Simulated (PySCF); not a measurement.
A structure optimised at B3LYP-D3(BJ)/def2-SVP, used in a PySCF frequency run:

```
C
H 1 1.1050
C 1 1.4481 2 109.92
N 3 1.1600 2 152.35 1 -179.73
C 1 1.5781 2 110.04 3 -133.46
H 5 1.0990 1 110.55 2 151.25
H 5 1.0993 6 108.70 1 126.45
C 5 1.5649 6 111.86 7 130.07
H 8 1.1000 5 117.56 6 -22.34
H 8 1.1035 9 108.13 5 127.94
B 8 1.5714 9 119.92 10 131.15
F 11 1.3134 8 134.61 9 -37.87
```

**Question.** Write its SMILES and formula.

**Answer.** N#C[C@H]1CCB1F, C4H5BFN

**Question.** What are its rotational constants (standard atomic weights)?

**Answer.** 4.0509, 2.1312, 1.4943 GHz
